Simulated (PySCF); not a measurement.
Exercise with solution: chemical shift, span and skew from a shielding tensor

AlH₂F, SMILES [F][AlH2]. Atoms are numbered in the order given.

```xyz
4

Al     0.0000     0.0000     0.5617
H      0.0000     1.4011     1.2773
H      0.0000    -1.4011     1.2773
F      0.0000     0.0000    -1.0951
```
Charge 0, spin multiplicity 1.

The structure is a stationary point at TPSSh-D3(BJ)/def2-TZVP.

GIAO shieldings from KT2/pcSseg-2 (PySCF), non-relativistic, no solvent. The symmetric part of the tensor of F4 has the principal values 146.4, 328.8, 376.4 ppm. The same nucleus in CFCl3 has σ = 125.1 ppm at this level (PySCF, at its B3LYP-D3(BJ)/def2-TZVP geometry).

### Question
Work out the isotropic shielding, the ¹⁹F shift against CFCl3, the span and the skew.

### Answer

σ(iso) = (σ11 + σ22 + σ33)/3 = 283.9 ppm. δ = σ(ref) − σ(iso) = 125.1 − (283.9) = -158.8 ppm.
Span Ω = σ33 − σ11 = 230.0 ppm. Skew κ = 3(σ(iso) − σ22)/Ω = -0.59. Tumbling in solution averages the tensor to δ; in a static solid the shielding alone would spread this spin-1/2 line over Ω.
